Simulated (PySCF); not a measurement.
Species: C₄H₅BrSi.
SMILES with atom numbers: `[Br:1][C:2]1=[CH:3][CH:4]=[CH:5][SiH2:6]1` (hydrogens: H7 on C3; H8 on C4; H9 on C5; H10, H11 on Si6)

A GFN2-xTB structure was refined with PBE0-D3(BJ)/def2-SVP geometry optimisation, gas phase in PySCF. Its GFN2-xTB values:

```tsv
coordinate	GFN2-xTB
Br1–C2	1.894 Å
C2=C3	1.338 Å
C2–Si6	1.904 Å
C3–C4	1.454 Å
C3–H7	1.080 Å
C4=C5	1.341 Å
C4–H8	1.081 Å
C5–Si6	1.883 Å
C5–H9	1.077 Å
Si6–H10	1.460 Å
Si6–H11	1.460 Å
Br1–C2–C3	122.6°
Br1–C2–Si6	126.5°
C2–C3–C4	114.5°
C2–Si6–C5	87.5°
C3–C2–Si6	110.9°
C3–C4–C5	117.0°
C4–C5–Si6	110.1°
```

Task: How do these coordinates change at the PBE0-D3(BJ)/def2-SVP level?

Result: 
```json
{"coordinate": "Si6–H10", "PBE0-D3(BJ)/def2-SVP (Å or °)": "1.493", "change": "+0.033"}
{"coordinate": "Si6–H11", "PBE0-D3(BJ)/def2-SVP (Å or °)": "1.492", "change": "+0.032"}
{"coordinate": "Br1–C2", "PBE0-D3(BJ)/def2-SVP (Å or °)": "1.868", "change": "-0.026"}
{"coordinate": "C3–C4", "PBE0-D3(BJ)/def2-SVP (Å or °)": "1.478", "change": "+0.024"}
{"coordinate": "C2–Si6", "PBE0-D3(BJ)/def2-SVP (Å or °)": "1.886", "change": "-0.018"}
{"coordinate": "C4–H8", "PBE0-D3(BJ)/def2-SVP (Å or °)": "1.096", "change": "+0.015"}
{"coordinate": "C5–H9", "PBE0-D3(BJ)/def2-SVP (Å or °)": "1.091", "change": "+0.014"}
{"coordinate": "C3–H7", "PBE0-D3(BJ)/def2-SVP (Å or °)": "1.094", "change": "+0.014"}
{"coordinate": "C5–Si6", "PBE0-D3(BJ)/def2-SVP (Å or °)": "1.871", "change": "-0.012"}
{"coordinate": "C4=C5", "PBE0-D3(BJ)/def2-SVP (Å or °)": "1.352", "change": "+0.011"}
{"coordinate": "C2=C3", "PBE0-D3(BJ)/def2-SVP (Å or °)": "1.349", "change": "+0.011"}
{"coordinate": "C2–Si6–C5", "PBE0-D3(BJ)/def2-SVP (Å or °)": "91.5", "change": "+4.0"}
{"coordinate": "C4–C5–Si6", "PBE0-D3(BJ)/def2-SVP (Å or °)": "107.0", "change": "-3.1"}
{"coordinate": "C3–C2–Si6", "PBE0-D3(BJ)/def2-SVP (Å or °)": "108.1", "change": "-2.8"}
{"coordinate": "Br1–C2–C3", "PBE0-D3(BJ)/def2-SVP (Å or °)": "124.4", "change": "+1.8"}
{"coordinate": "Br1–C2–Si6", "PBE0-D3(BJ)/def2-SVP (Å or °)": "127.6", "change": "+1.1"}
{"coordinate": "C3–C4–C5", "PBE0-D3(BJ)/def2-SVP (Å or °)": "118.0", "change": "+1.0"}
{"coordinate": "C2–C3–C4", "PBE0-D3(BJ)/def2-SVP (Å or °)": "115.4", "change": "+0.9"}
```

The energy falls by 10.0 kJ/mol over 6 energy and gradient evaluations, the largest force component goes from 0.0279 to 1.3e-04 Eh/bohr, and the atoms move by 0.031 Å rms after alignment. Among the bonds, Si6–H10 and Si6–H11 change most and about equally (+0.032 to +0.033 Å). Bonds longer at the end by more than 0.005 Å: 8 of 11; shorter: 3. Rotational constants go from 4684, 1054, 869.2 to 4857, 1042, 866.7 MHz.

The run used 131 basis functions and 42 SCF cycles in all. On one thread of an Arm Neoverse V1, shared host, this took 45 s wall and 0.73 GiB of memory at its peak.

Not checked by PBE0-D3(BJ)/def2-SVP frequencies.
